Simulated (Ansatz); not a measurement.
System: Ge2H6, charge 0, singlet. Ge2H6 (SMILES [GeH3][GeH3]).
B3LYP-D3(BJ)/def2-TZVP minimum from Ansatz (a first-principles code):
```
Ge
H 1 1.5391
H 1 1.5391 2 108.52
H 1 1.5391 2 108.52 3 117.74
Ge 1 2.4359 2 110.41 3 -121.13
H 5 1.5391 1 110.41 2 180.00
H 5 1.5391 6 108.52 1 -121.13
H 5 1.5391 6 108.52 7 -117.74
```

Total energies in cc-pVTZ, 14 correlated electrons, 28 frozen orbitals. Radicals and triplets start from unrestricted determinants; spin-orbit coupling is neglected. Correlated methods leave the cores frozen (noble-gas shells, and filled d and f shells in the p block). No relativity.

```json
[
 {"method": "HF", "program": "Ansatz", "energy (Eh)": "-4154.29761", "minus CCSDT(Q) (mEh)": "311.22"},
 {"method": "MP2", "program": "Ansatz", "energy (Eh)": "-4154.55128", "minus CCSDT(Q) (mEh)": "57.55"},
 {"method": "CCSD", "program": "Ansatz", "energy (Eh)": "-4154.59865", "minus CCSDT(Q) (mEh)": "10.18"},
 {"method": "CCSD(T)", "program": "Ansatz", "energy (Eh)": "-4154.60725", "minus CCSDT(Q) (mEh)": "1.58"},
 {"method": "CCSDT(Q)", "program": "Ansatz", "energy (Eh)": "-4154.60883", "minus CCSDT(Q) (mEh)": "0.00"}
]
```

Rough core times of Ansatz's runs on a shared machine: CCSD(T) 20 s, CCSDT(Q) 20 min.
